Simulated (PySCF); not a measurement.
CH3O3Re, charge +1, multiplicity 2. Atoms are numbered in the order given.

```xyz
8

Re    -0.0210     0.0664     0.0000
O     -0.9393     0.2961    -1.3901
O     -0.9393     0.2961     1.3901
O      1.5272     1.0757     0.0000
C      0.4600    -1.9235     0.0000
H     -0.4661    -2.5281     0.0000
H      1.0479    -2.1268     0.9151
H      1.0479    -2.1268    -0.9151
```
Charge +1, spin multiplicity 2.

Geometry: B3LYP-D3(BJ)/def2-SVP. The multiplicity is an assumed one; no other spin state was optimised. The isomer is the one that the SMILES or the coordinates give; other isomers of the formula were not compared. The def2 effective core potentials stand for the cores of Re; spin–orbit coupling is left out.

Computed with TDA-ωB97X/def2-SVPD (PySCF).

Vertical excitations. The molecule is in vacuum.

```csv
state,energy (eV),λ (nm),f,main pairs
root 1,0.53,2357,0.000,β HOMO−2→LUMO 78 %
root 2,1.55,801,0.002,"β HOMO→LUMO 37 %, β HOMO−5→LUMO 32 %, β HOMO−7→LUMO 11 %, β HOMO−3→LUMO 7 %"
root 3,2.44,509,0.001,β HOMO−1→LUMO 91 %
root 4,2.95,420,0.001,"β HOMO→LUMO 50 %, β HOMO−5→LUMO 23 %"
root 5,3.92,316,0.000,"α HOMO→LUMO 39 %, β HOMO→LUMO+1 53 %"
root 6,3.93,316,0.000,"β HOMO−3→LUMO 61 %, β HOMO−7→LUMO 11 %"
root 7,4.04,307,0.000,"α HOMO−1→LUMO 38 %, β HOMO−1→LUMO+1 35 %, β HOMO−3→LUMO 8 %"
root 8,4.28,290,0.000,"α HOMO→LUMO+1 12 %, β HOMO−6→LUMO 28 %, β HOMO−2→LUMO+2 14 %, β HOMO−1→LUMO+1 12 %, β HOMO→LUMO+2 6 %"
root 9,4.31,288,0.003,"α HOMO→LUMO 28 %, β HOMO→LUMO+1 29 %, β HOMO−2→LUMO+1 22 %, β HOMO−4→LUMO 8 %"
root 10,4.37,284,0.000,"α HOMO−1→LUMO+1 10 %, β HOMO−4→LUMO 41 %, β HOMO−2→LUMO+1 25 %"
```
Unrestricted roots are not spin-pure.
